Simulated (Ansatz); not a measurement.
Cost and result up the ladder for Cd4Te4H14 (22 atoms). The state is a singlet with charge 0. Geometry: PBE-D4/def2-SVP, loosely relaxed.

Cartesian coordinates in Å:
```
Cd 2.017 1.304 -2.157
Te -1.732 -0.255 -2.349
Cd 2.303 -1.303 2.798
Te 1.324 -1.245 -0.641
Te -1.216 -2.520 1.638
Cd -2.468 0.116 0.707
Cd 2.089 1.251 0.892
Te -0.572 1.936 1.763
H 1.932 1.255 -3.844
H -0.659 3.054 -2.542
H -2.035 -1.904 -2.256
H -3.363 0.015 -2.733
H 3.753 -2.164 2.681
H 0.715 -0.723 3.150
H 2.783 -1.935 -1.116
H -2.051 -3.344 0.411
H -2.557 -2.819 2.644
H -4.177 0.013 0.684
H 2.388 2.321 -0.679
H 3.236 0.830 2.125
H -0.764 3.013 -1.781
H -0.947 3.104 0.606
```

Ansatz on 2 threads of AMD EPYC 7R13 on a shared host and a share (18 GiB) of an NVIDIA H100 80GB HBM3. Times are rough, and most runs start from the orbitals of an earlier one. PBE0-D4/def2-TZVP serves as the yardstick here, not as an exact answer. Differences are given only for rows in sets of like size (and for xTB, whose basis is part of the method), since another set adds its own error. Binding counts from free atoms at the same level (Cd singlet, Te triplet, H doublet; other spins of the atoms weren't run), without zero-point energy or a counterpoise term.

In the def2 sets Cd, Te take a core potential; there is no spin–orbit coupling. Single mean-field runs in def2-TZVP are fitted with def2-universal-jkfit. In the singlet geometry the species has come apart into loosely held pieces. In the singlet, H10 and H21 lie 0.77 Å apart (atoms count from 1), so H2 has formed as a molecule.

```csv
level,functions,wall time,binding energy per atom (eV),difference from PBE0-D4/def2-TZVP (eV),remarks
PBE-D4/def2-SVP,298,2.4 s,1.83,–,loose geometry
PBE-D4/def2-TZVP (with forces),444,3.4 s,1.83,0.01,loose geometry
r2SCAN-D4/def2-TZVP,444,3.5 s,1.85,0.03,loose geometry
PBE0-D4/def2-SVP,298,4 s,1.81,–,loose geometry
PBE0-D4/def2-TZVP (with forces),444,5.5 s,1.82,0.00,loose geometry
```
